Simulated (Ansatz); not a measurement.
Two isomers of C2H6GeO: A = `C[CH2][Ge][OH]`, B = `C[C](=O)[GeH3]`.

Program: Ansatz. Geometries: PBE0-D4/def2-TZVP. ΔE: electronic, gas phase. CCSD(T)/CBS adds triple-zeta CCSD(T) − MP2 to the extrapolated MP2 energy (def2 sets, frozen cores). DFT in def2-TZVPP. For Ge outer-core shells are correlated without core-valence functions, which leaves a few kJ/mol of doubt a bond. Scalar relativity is left out up to krypton. Each species was taken in one conformer, which may not be the lowest.

Question: Which isomer does CCSD(T)/CBS put lower? Give the gap. (Estimate.)

Answer: Computed: A, by 107.6 kJ/mol.

Question: Give E(B) − E(A) in kJ/mol with LDA (SPW92), r2SCAN-D4, CCSD(T)/def2-SVP, PBE-D4, HF/def2-TZVPP, BLYP-D4, MP2/def2-TZVPP. (Best estimate.)

Answer: The calculation gave: LDA (SPW92) 96.6, r2SCAN-D4 88.9, CCSD(T)/def2-SVP 70.0, PBE-D4 96.6, HF/def2-TZVPP 78.1, BLYP-D4 101.5, MP2/def2-TZVPP 99.8. None reverses the order clearly.

Question: Does the order hold for the free energy at 298.15 K (harmonic terms from PBE0-D4)? (Best estimate.)

Answer: The calculation gave: Yes: G(B) − G(A) = +79.5 kJ/mol, for one conformer each. Modes under 60 cm⁻¹, often nearly free rotors, make the harmonic entropy too high.

Largest T1 diagnostic: 0.014.

From r2SCAN to r2SCAN0 (25 % exact exchange), in def2-TZVPP and without D4, E(B) − E(A) moves by +5.1 kJ/mol. At CCSD(T), def2-SVP lies −37.6 kJ/mol from the extrapolated value and def2-TZVPP −15.5 kJ/mol.
